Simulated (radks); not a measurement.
Results of a calculation; reference values are marked as such.
Initial-state core-level shifts of the arsenic ion As+ when its valence configuration changes from [Ar] 3d10 4s2 4p2. Level of theory: Dirac Kohn-Sham, PBEsol, spin-unpolarised, spherical densities, finite nucleus; open shells fill j = l - 1/2 first; Fermi nuclear charge, rms radius 4.0968 fm (a radial shooting solver on a logarithmic mesh with Libxc functionals). Shifts are changes of the shell-averaged eigenvalues in eV (positive: less bound); the change of the density at the nucleus, which sets a Mossbauer isomer shift, is in e/bohr^3, on a base of 3.55e+04.

3d9 4s2 4p3: 1s -13.385; 2s -14.770; 3s -11.957; 3p -11.719; density at nucleus +13.881
3d9.5 4s2 4p2.5: 1s -6.584; 2s -7.252; 3s -5.933; 3p -5.814; density at nucleus +6.778
3d10 4s1 4p3: 1s -1.788; 2s -1.721; 3s -1.760; 3p -1.752; density at nucleus -23.608
3d8 4s2 4p4: 1s -27.627; 2s -30.581; 3s -24.247; 3p -23.775; density at nucleus +29.009
3d9.5 4s1.5 4p3: 1s -7.452; 2s -8.091; 3s -6.786; 3p -6.663; density at nucleus -5.732
3d10 4s1.5 4p2.5: 1s -0.904; 2s -0.871; 3s -0.890; 3p -0.886; density at nucleus -11.637
3d10 4p4: 1s -3.496; 2s -3.366; 3s -3.447; 3p -3.430; density at nucleus -48.505
3d9.5 4s1 4p3.5: 1s -8.301; 2s -8.912; 3s -7.622; 3p -7.495; density at nucleus -18.563
3d9 4s1 4p4: 1s -15.037; 2s -16.374; 3s -13.581; 3p -13.333; density at nucleus -13.207
